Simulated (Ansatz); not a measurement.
Steps of a relaxation of BH4OSSi, SMILES `[SiH3]O[B]S` radical with UKS PBE0-D4/def2-TZVP.

```sh
$ ansatz run in.yaml --threads 2 --pin off --events-out ev --progress --plain --max-ram 32768MiB --backend cpu
```

```yaml
crystal:
  periodic: [false, false, false]
  atoms:
    - {symbol: Si, position_ang: [-0.746710, 0.853880, 1.037840]}
    - {symbol: O, position_ang: [-0.465710, -0.239840, -0.134380]}
    - {symbol: B, position_ang: [0.067750, -1.009460, -1.026320]}
    - {symbol: S, position_ang: [1.819190, -0.991940, -1.455530]}
    - {symbol: H, position_ang: [0.513330, 1.280680, 1.646030]}
    - {symbol: H, position_ang: [-1.588740, 0.119300, 1.978450]}
    - {symbol: H, position_ang: [-1.423560, 1.939640, 0.335010]}
    - {symbol: H, position_ang: [1.824460, -1.952240, -2.381100]}
basis:
  gaussian: {orbitals: def2-TZVP}
magnetization: {spin_polarized: true, initial_magnetization: 1}
hamiltonian: {xc: pbe0, dispersion: d4}
relax: {f_tol: 0.005, max_steps: 150}
```

Positions (Å) and forces (eV/Å) along the path, 17 of 20 steps:

```xyz
8
step=1 energy=-21493.8373 eV
Si   -0.747    0.854    1.038   -0.073   -0.203   -0.171
O    -0.466   -0.240   -0.134   -0.323    0.214    0.301
B     0.068   -1.009   -1.026    0.528   -0.840   -0.950
S     1.819   -0.992   -1.456    0.279    0.228    0.161
H     0.513    1.281    1.646    0.286    0.192    0.223
H    -1.589    0.119    1.978   -0.273    0.097    0.442
H    -1.424    1.940    0.335   -0.239    0.458    0.094
H     1.824   -1.952   -2.381   -0.185   -0.145   -0.101
8
step=3 energy=-21493.9225 eV
Si   -0.764    0.834    1.021    0.029    0.039    0.016
O    -0.455   -0.258   -0.164   -0.083   -0.051   -0.046
B     0.119   -1.026   -1.073    0.072    0.016    0.022
S     1.880   -1.014   -1.471   -0.022   -0.007    0.010
H     0.503    1.289    1.647    0.001   -0.007   -0.009
H    -1.622    0.175    2.033    0.006   -0.004   -0.004
H    -1.471    1.981    0.406    0.003   -0.002    0.007
H     1.810   -1.980   -2.399   -0.006    0.016    0.005
8
step=4 energy=-21493.9232 eV
Si   -0.765    0.834    1.018    0.051    0.020    0.021
O    -0.460   -0.262   -0.165   -0.086   -0.066   -0.048
B     0.120   -1.032   -1.069    0.047    0.061    0.034
S     1.883   -1.023   -1.455   -0.023   -0.013   -0.011
H     0.507    1.286    1.638   -0.008   -0.002   -0.009
H    -1.620    0.178    2.034    0.005    0.001   -0.007
H    -1.472    1.983    0.406    0.006   -0.010    0.000
H     1.808   -1.964   -2.407    0.007    0.010    0.019
8
step=5 energy=-21493.9258 eV
Si   -0.763    0.831    1.013    0.046    0.023    0.025
O    -0.484   -0.269   -0.174   -0.105   -0.069   -0.050
B     0.110   -1.032   -1.075    0.041    0.060    0.033
S     1.878   -1.017   -1.434    0.000   -0.016   -0.018
H     0.520    1.272    1.615    0.002    0.002   -0.003
H    -1.610    0.181    2.039    0.003   -0.001    0.000
H    -1.470    1.984    0.411    0.003   -0.005   -0.004
H     1.818   -1.951   -2.395    0.010    0.006    0.016
8
step=6 energy=-21493.9276 eV
Si   -0.763    0.829    1.009    0.080    0.013    0.017
O    -0.501   -0.272   -0.183   -0.105   -0.080   -0.058
B     0.105   -1.030   -1.082    0.019    0.095    0.063
S     1.878   -1.022   -1.411   -0.006   -0.038   -0.047
H     0.530    1.265    1.595   -0.017   -0.002   -0.003
H    -1.601    0.181    2.045    0.008    0.001   -0.008
H    -1.472    1.987    0.418    0.002   -0.013   -0.006
H     1.824   -1.938   -2.391    0.019    0.024    0.042
8
step=7 energy=-21493.9274 eV rejected
Si   -0.760    0.814    0.976    0.272   -0.162   -0.068
O    -0.654   -0.294   -0.259    0.047   -0.055   -0.072
B     0.052   -1.002   -1.142    0.113    0.350    0.366
S     1.871   -1.047   -1.235   -0.362   -0.335   -0.486
H     0.616    1.195    1.435   -0.263   -0.051   -0.089
H    -1.517    0.183    2.089    0.066    0.025   -0.106
H    -1.493    2.003    0.472    0.061   -0.076   -0.009
H     1.884   -1.850   -2.336    0.067    0.304    0.465
8
step=8 energy=-21493.9381 eV
Si   -0.758    0.817    0.993    0.096   -0.020   -0.012
O    -0.583   -0.292   -0.215   -0.085   -0.049   -0.036
B     0.077   -1.022   -1.101    0.014    0.097    0.073
S     1.866   -1.006   -1.344   -0.028   -0.052   -0.062
H     0.572    1.220    1.519   -0.034   -0.013   -0.014
H    -1.565    0.186    2.063    0.011    0.005   -0.009
H    -1.465    1.993    0.435    0.003   -0.013   -0.006
H     1.856   -1.898   -2.349    0.023    0.044    0.065
8
step=10 energy=-21493.9502 eV
Si   -0.752    0.785    0.958    0.288   -0.130   -0.210
O    -0.756   -0.336   -0.273    0.007    0.021    0.004
B     0.011   -1.006   -1.128    0.022    0.149    0.188
S     1.820   -0.932   -1.204   -0.145   -0.109   -0.117
H     0.660    1.101    1.330   -0.171   -0.045    0.019
H    -1.484    0.180    2.098    0.011    0.086   -0.048
H    -1.413    2.009    0.446   -0.055   -0.055    0.072
H     1.914   -1.800   -2.227    0.043    0.083    0.091
8
step=11 energy=-21493.9583 eV
Si   -0.736    0.773    0.938   -0.014    0.051    0.044
O    -0.788   -0.342   -0.289   -0.028    0.000   -0.005
B    -0.003   -1.008   -1.127    0.013   -0.012   -0.006
S     1.798   -0.911   -1.186    0.006   -0.002   -0.003
H     0.673    1.067    1.303   -0.009   -0.015   -0.012
H    -1.464    0.201    2.094    0.013   -0.007   -0.012
H    -1.412    2.003    0.463    0.011   -0.016   -0.005
H     1.933   -1.781   -2.197    0.008    0.001   -0.001
8
step=12 energy=-21493.9587 eV
Si   -0.736    0.772    0.935   -0.002    0.002    0.000
O    -0.801   -0.338   -0.297    0.006   -0.005   -0.008
B    -0.008   -1.006   -1.127   -0.012    0.004    0.005
S     1.794   -0.906   -1.175    0.003    0.002    0.002
H     0.678    1.056    1.284    0.001   -0.001   -0.002
H    -1.452    0.195    2.095    0.002    0.000   -0.001
H    -1.412    2.005    0.469    0.001   -0.001    0.002
H     1.939   -1.778   -2.183    0.001    0.000    0.001
8
step=13 energy=-21493.9587 eV
Si   -0.735    0.771    0.932    0.000   -0.007   -0.009
O    -0.810   -0.338   -0.304    0.009    0.003    0.000
B    -0.012   -1.005   -1.129   -0.009    0.011    0.013
S     1.790   -0.901   -1.167   -0.001   -0.005   -0.004
H     0.682    1.050    1.272   -0.001   -0.002    0.000
H    -1.445    0.193    2.095    0.001   -0.003    0.000
H    -1.411    2.006    0.474   -0.002    0.001   -0.003
H     1.942   -1.775   -2.172    0.002    0.002    0.001
8
step=14 energy=-21493.9587 eV
Si   -0.736    0.772    0.931    0.000    0.002    0.001
O    -0.809   -0.332   -0.307   -0.005    0.005    0.006
B    -0.012   -1.001   -1.131    0.007   -0.007   -0.009
S     1.791   -0.907   -1.164   -0.001    0.001    0.002
H     0.682    1.055    1.270    0.000    0.000    0.000
H    -1.441    0.187    2.094    0.000    0.000    0.000
H    -1.417    2.006    0.478    0.000    0.000    0.001
H     1.942   -1.779   -2.172    0.000   -0.001   -0.001
8
step=16 energy=-21493.9588 eV
Si   -0.736    0.775    0.929   -0.001    0.006    0.002
O    -0.809   -0.310   -0.325   -0.007    0.005    0.007
B    -0.012   -0.986   -1.144    0.025   -0.009   -0.012
S     1.793   -0.930   -1.147   -0.018    0.003    0.003
H     0.681    1.074    1.256   -0.001   -0.001    0.002
H    -1.420    0.165    2.092    0.003    0.004   -0.006
H    -1.439    2.006    0.501    0.000   -0.006    0.004
H     1.942   -1.793   -2.162   -0.002   -0.001    0.000
8
step=17 energy=-21493.9588 eV rejected
Si   -0.735    0.777    0.928   -0.011   -0.010    0.010
O    -0.810   -0.307   -0.328    0.000    0.005   -0.001
B    -0.013   -0.984   -1.147    0.019   -0.003   -0.001
S     1.793   -0.932   -1.143   -0.018   -0.001   -0.001
H     0.682    1.074    1.253   -0.002    0.007   -0.005
H    -1.415    0.162    2.091    0.001    0.003   -0.003
H    -1.444    2.006    0.505    0.010   -0.002    0.001
H     1.942   -1.796   -2.158    0.000    0.001    0.000
8
step=18 energy=-21493.9588 eV
Si   -0.736    0.775    0.929   -0.003   -0.001    0.001
O    -0.810   -0.309   -0.326   -0.001    0.003    0.000
B    -0.013   -0.986   -1.145    0.014   -0.002    0.000
S     1.792   -0.929   -1.145   -0.012   -0.001   -0.001
H     0.682    1.073    1.254    0.000    0.001    0.000
H    -1.418    0.163    2.091    0.001    0.002   -0.002
H    -1.440    2.006    0.502    0.001   -0.002    0.002
H     1.942   -1.794   -2.159    0.001    0.001    0.000
8
step=19 energy=-21493.9588 eV
Si   -0.736    0.776    0.928   -0.003   -0.002    0.003
O    -0.810   -0.307   -0.329    0.000    0.001    0.000
B    -0.013   -0.984   -1.147    0.008    0.000    0.000
S     1.792   -0.932   -1.143   -0.008   -0.001   -0.001
H     0.682    1.075    1.252    0.000    0.001   -0.001
H    -1.415    0.161    2.091    0.001    0.001   -0.001
H    -1.443    2.006    0.505    0.002   -0.001    0.000
H     1.942   -1.795   -2.158    0.001    0.000    0.001
8
step=20 energy=-21493.9588 eV
Si   -0.736    0.776    0.928   -0.002   -0.001    0.001
O    -0.810   -0.302   -0.333    0.001    0.001    0.000
B    -0.013   -0.981   -1.149    0.001    0.000    0.001
S     1.792   -0.936   -1.140   -0.002    0.000    0.000
H     0.681    1.078    1.249    0.000    0.001   -0.001
H    -1.411    0.157    2.090    0.000    0.000   -0.001
H    -1.447    2.006    0.510    0.001   -0.001   -0.001
H     1.943   -1.798   -2.155    0.000    0.000    0.000
```

Hardware: 2 threads of an AMD EPYC 7R13 on a shared host. Wall time 95 s, peak host memory 0.48 GiB.
